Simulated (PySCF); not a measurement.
# Magnetisability: `[Cl][Ga]([CH3])[Br]`, CH₃BrClGa

Cartesian coordinates in Å; atom numbers follow the order of the lines, from 1:
```xyz
7

C    -1.0014   -0.3022    0.1209
Ga    0.9791    0.1757    0.1240
Cl    2.6079   -1.1229   -0.0871
Br    1.5070    2.4038    0.3658
H    -1.4615    0.0447   -0.8079
H    -1.1223   -1.3834    0.2003
H    -1.5055    0.1891    0.9565
```

Level of theory: GIAO KT2/cc-pVTZ magnetisability, rotational g tensor and spin-rotation constants, non-relativistic, gas phase in PySCF 2.14.0. Geometry: GFN2-xTB.

The calculation is non-relativistic, which matters for the atoms heavier than Zn.

Question: What are the magnetisability and the molar susceptibility?

Answer: Isotropic -1464 × 10⁻³⁰ J/T², or -88.2 × 10⁻⁶ cm³/mol; principal values -1490, -1474, -1429 × 10⁻³⁰ J/T², anisotropy 55 × 10⁻³⁰ J/T² (root of half the summed squared differences of the principal values). The susceptibility is in cgs units.

Question: Split it along the inertial axes a, b, c into diamagnetic and paramagnetic parts about the centre of mass, with the quadrupole moment.

Answer: 
| axis | χ (10⁻⁶ cm³/mol) | diamagnetic (10⁻⁶ cm³/mol) | paramagnetic (10⁻⁶ cm³/mol) | summed x² of all electrons (Å²) | quadrupole Θ (D Å) |
| --- | --- | --- | --- | --- | --- |
| a | -87.6 | -469.1 | 381.5 | 192.1 | -4.30 |
| b | -87.3 | -867.6 | 780.4 | 98.2 | +1.59 |
| c | -89.7 | -1231.6 | 1141.9 | 12.4 | +2.71 |

Anisotropies 2χaa − χbb − χcc = +1.8 and 2χbb − χaa − χcc = +2.8 × 10⁻⁶ cm³/mol. Θ is traceless in Buckingham's convention.

Question: And the rotational g tensor?

Answer: 
| axis | rotational constant (GHz) | g | nuclear part | electronic part |
| --- | --- | --- | --- | --- |
| a | 3.2257 | -0.0074 | 0.5708 | -0.5782 |
| b | 1.3067 | -0.0053 | 0.4737 | -0.4791 |
| c | 0.9354 | -0.0030 | 0.4988 | -0.5018 |

Asymmetric top; isotopes 79Br, 12C, 35Cl, 69Ga, 1H; no vibrational averaging.
